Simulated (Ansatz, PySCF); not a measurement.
The pair A = HF (SMILES F) (first 2 atoms), B = CH4S (SMILES CS); geometry from B3LYP-D3(BJ)/def2-TZVP.
(charge 0, multiplicity 1):
```json
[
 {"atom": "F", "x (Å)": "0.3113", "y (Å)": "0.5176", "z (Å)": "-0.5861"},
 {"atom": "H", "x (Å)": "0.4766", "y (Å)": "0.0595", "z (Å)": "0.2238"},
 {"atom": "C", "x (Å)": "0.2261", "y (Å)": "1.1784", "z (Å)": "2.8118"},
 {"atom": "S", "x (Å)": "0.6235", "y (Å)": "-0.5291", "z (Å)": "2.3040"},
 {"atom": "H", "x (Å)": "-0.1410", "y (Å)": "1.1993", "z (Å)": "3.8348"},
 {"atom": "H", "x (Å)": "1.1606", "y (Å)": "1.7330", "z (Å)": "2.7548"},
 {"atom": "H", "x (Å)": "-0.4935", "y (Å)": "1.6253", "z (Å)": "2.1309"},
 {"atom": "H", "x (Å)": "-0.6236", "y (Å)": "-1.0245", "z (Å)": "2.3712"}
]
```

Cores are frozen in the correlated methods. MP2 and its Hartree–Fock in aug-cc-pV(Q+d)Z are density fitted. Rows in 6-31G* carry no dispersion term and start afresh at each structure (6-31G* with six Cartesian d functions).

The values were computed with Ansatz (a quantum-chemistry and plane-wave program); PySCF for 6-31G* rows. Each number belongs to the level named beside it.

Total energies (hartree), monomers frozen at their geometry in the pair:

```csv
structure,HF/6-31G*,HF/aug-cc-pV(Q+d)Z,CCSD(T)/aug-cc-pV(D+d)Z
AB,-537.7081626,-537.8386229,-538.3601801
A in the pair's basis,-100.0032502,-100.0664569,-100.2640880
B in the pair's basis,-437.7003271,-437.7652834,-438.0867514
A,-100.0015862,-100.0664001,-100.2631910
B,-437.6999909,-437.7652622,-438.0851489
```

Task: Work out the interaction energy without and with the counterpoise correction, and the superposition error, for each level.

Result: 
E(AB) − E(A) − E(B), times 627.509 kcal/mol, with the monomers in their own basis and then in the pair's basis:
- HF/6-31G*: -4.13 uncorrected, -2.88 corrected; the monomers gain 1.26 kcal/mol from borrowed functions
- HF/aug-cc-pV(Q+d)Z: -4.37 uncorrected, -4.32 corrected; the monomers gain 0.05 kcal/mol from borrowed functions
- CCSD(T)/aug-cc-pV(D+d)Z: -7.43 uncorrected, -5.86 corrected; the monomers gain 1.57 kcal/mol from borrowed functions
